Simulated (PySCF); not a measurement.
C₆H₅BrO₃S.
SMILES with atom numbers: `[O:1]=[S:2](=[O:3])([OH:4])[c:5]1[cH:6][cH:7][c:8]([Br:9])[cH:10][cH:11]1` (hydrogens: H12 on O4; H13 on C6; H14 on C7; H15 on C10; H16 on C11)

Geometry (PBE0-D3(BJ)/def2-SVP, Å), atoms numbered from 1 in this order:
```
atom  x, y, z in Å
O1     3.018   -0.071    1.886
S2     2.533    0.908    0.929
O3     2.709    2.330    1.103
O4     3.219    0.551   -0.498
C5     0.823    0.588    0.613
C6     0.031    1.602    0.078
C7    -1.311    1.348   -0.184
C8    -1.836    0.085    0.099
Br9   -3.651   -0.260   -0.257
C10   -1.043   -0.924    0.648
C11    0.299   -0.669    0.910
H12    3.569   -0.351   -0.437
H13    0.467    2.583   -0.118
H14   -1.951    2.127   -0.600
H15   -1.476   -1.899    0.876
H16    0.938   -1.431    1.359
```

Theory: PBE0-D3(BJ)/def2-SVP geometry optimisation, gas phase in PySCF.

Masses are those of the commonest isotopes; rigid-rotor values at the optimised geometry. The values belong to one conformer with, in the numbering `[O:1]=[S:2](=[O:3])([OH:4])[c:5]1[cH:6][cH:7][c:8]([Br:9])[cH:10][cH:11]1`, O1–S2–O4–H 16°, O1–S2–C5–C6 160°.

Q: Give the principal moments of inertia and the rotational constants in GHz.

A: Ia = 193.54, Ib = 1903.61, Ic = 1994.60 u·Å²; 505379 MHz·u·Å²/I gives 2611, 265.5 and 253.4 MHz, that is A = 2.6112, B = 0.2655, C = 0.2534 GHz.

Q: What kind of rotor is it?

A: A near-prolate asymmetric top: κ = (2 × 265.5 − 2611 − 253.4)/(2611 − 253.4) = -0.99.

Q: Is it planar, by Δ = Ic − Ia − Ib?

A: Not planar: Δ = Ic − Ia − Ib = -102.55 u·Å². For a rigid frame Δ = −2 Σ m c², so Σ m c² = 51.27 u·Å² lies off the ab plane: 3.19 from hydrogen and 48.08 from heavier atoms. The atom farthest from that plane is 1.77 Å away.

Q: Where do the levels up to J = 2 lie, in MHz?

A: Above 0(0,0):
J = 1: 1(0,1) 519, 1(1,1) 2865, 1(1,0) 2877
J = 2: 2(0,2) 1557, 2(1,2) 3890, 2(1,1) 3927, 2(2,1) 10964, 2(2,0) 10964
The levels of one J sum to (2J + 1)J(J + 1)(A + B + C)/3.

Q: Which lines would a microwave search look for?

A: The dipole components are |μa| = 2.57 D, |μb| = 1.29 D, |μc| = 1.98 D. The squared components, which scale the intensities, stand as 1.00 : 0.25 : 0.60 (a : b : c). Some lines, for components of 0.1 D or more:

| type | branch | J(Ka,Kc) | MHz | lower level (cm⁻¹) |
| --- | --- | --- | --- | --- |
| a | R | 1(0,1) ← 0(0,0) | 519 | 0.000 |
| a | R | 2(1,2) ← 1(1,1) | 1026 | 0.096 |
| a | R | 2(0,2) ← 1(0,1) | 1038 | 0.017 |
| a | R | 2(1,1) ← 1(1,0) | 1050 | 0.096 |
| c | Q | 2(1,2) ← 2(0,2) | 2334 | 0.052 |
| c | Q | 1(1,1) ← 1(0,1) | 2346 | 0.017 |
| b | Q | 1(1,0) ← 1(0,1) | 2358 | 0.017 |
| b | Q | 2(1,1) ← 2(0,2) | 2370 | 0.052 |
| b | R | 1(1,1) ← 0(0,0) | 2865 | 0.000 |
| c | R | 1(1,0) ← 0(0,0) | 2877 | 0.000 |
| b | R | 2(1,2) ← 1(0,1) | 3371 | 0.017 |
| c | R | 2(1,1) ← 1(0,1) | 3408 | 0.017 |
| c | Q | 2(2,1) ← 2(1,1) | 7037 | 0.131 |
| b | Q | 2(2,0) ← 2(1,1) | 7037 | 0.131 |
| b | Q | 2(2,1) ← 2(1,2) | 7074 | 0.130 |
| b | R | 2(2,1) ← 1(1,0) | 8087 | 0.096 |
| c | R | 2(2,0) ← 1(1,0) | 8087 | 0.096 |
| c | R | 2(2,1) ← 1(1,1) | 8099 | 0.096 |
| b | R | 2(2,0) ← 1(1,1) | 8099 | 0.096 |

Not checked by PBE0-D3(BJ)/def2-SVP frequencies. No vibrational averaging or centrifugal distortion is included, and the geometry carries the error of its method. Quadrupole hyperfine structure (79Br) is left out.
